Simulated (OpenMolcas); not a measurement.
**Exact exchange and the dipole moment of C2H9NSi**

C2H9NSi has 13 atoms, charge 0, and is taken as a singlet. As SMILES, `CN(C)[SiH3]`. The shape is that of a PBE0-D4/def2-TZVP optimisation.

The dipole moment y, in D, basis 6-31G(d); a is the functional's share of exact exchange. Programs: OpenMolcas 26.06.

| functional | program | a | y (D) |
| --- | --- | --- | --- |
| PBE | OpenMolcas | 0 | 0.98 |
| r2SCAN | OpenMolcas | 0 | 0.99 |
| B3LYP | OpenMolcas | 0.2 | 0.94 |
| PBE0 | OpenMolcas | 0.25 | ? |
| BHLYP | OpenMolcas | 0.5 | 0.93 |

Question: Fit y = c + s·a to the known rows and predict PBE0.

Answer: 
1. Means of the 4 rows: a = 0.1750, y = 0.960.
2. Σ(Δa)² = 0.1675, Σ(Δa·Δy) = -0.019, so the slope is -0.019/0.1675 = -0.11343.
3. Intercept: 0.960 − (-0.11343) × 0.1750 = 0.980. The largest residual of the fit is 0.017.
4. PBE0: 0.980 + (-0.11343) × 0.25 = 0.95 D.

The run gave 0.97 D, so the prediction is off by -0.02 D, about the largest residual.
